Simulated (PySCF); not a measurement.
**Radial density of Be (beryllium, neutral)**

UHF, [He] 2s2, closed-shell 1S. Calculation: PySCF 2.14, in aug-cc-pVTZ with one added diffuse shell each of s, p, d, f type (6s5p4d3f, 62 functions); no relativity, point nucleus.

```csv
r (bohr),4πr²ρ (e/bohr)
0.00547,0.01270
0.00920,0.03499
0.0155,0.09393
0.0260,0.2446
0.0438,0.6007
0.0736,1.344
0.124,2.567
0.208,3.789
0.350,3.675
0.589,1.807
0.991,0.5096
1.67,0.7248
2.80,0.6251
4.72,0.1284
7.93,0.003331
```
